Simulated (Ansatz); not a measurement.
Reaction (ligand exchange at a B–O bond): `COB(N)Br` + `O[SiH3]` → `NB(Br)O[SiH3]` + CH₃OH

Calculated with Ansatz (gas phase, PBE0-D4/def2-TZVP geometries, no zero-point term in ΔE). CBS: MP2 limit from def2 TZ/QZ plus the TZ coupled-cluster correction, frozen cores. This one scheme is used for every species. Functionals use def2-TZVPP. For Br outer-core shells are correlated without core-valence functions, which leaves a few kJ/mol of doubt a bond. Scalar relativity is left out up to krypton. Each species was taken in one conformer, which may not be the lowest.

| level | ΔE (kcal/mol) |
| --- | --- |
| PBE0-D4 | -0.8 |
| B2PLYP | -0.4 |
| PBE | -0.1 |
| CCSD(T)/def2-TZVPP | -0.7 |

Question: What does CCSD(T)/CBS give? (Best estimate.)

Answer: Ansatz gave: -0.8 kcal/mol. The listed levels differ from it by 0.0, 0.4, 0.7, 0.1 kcal/mol.

Largest T1 diagnostic among the species: 0.011.

In def2-TZVPP, CCSD(T) changes the Hartree–Fock value by +0.7 kcal/mol (the triples alone add +0.1 kcal/mol) and MP2 by +1.1 kcal/mol.
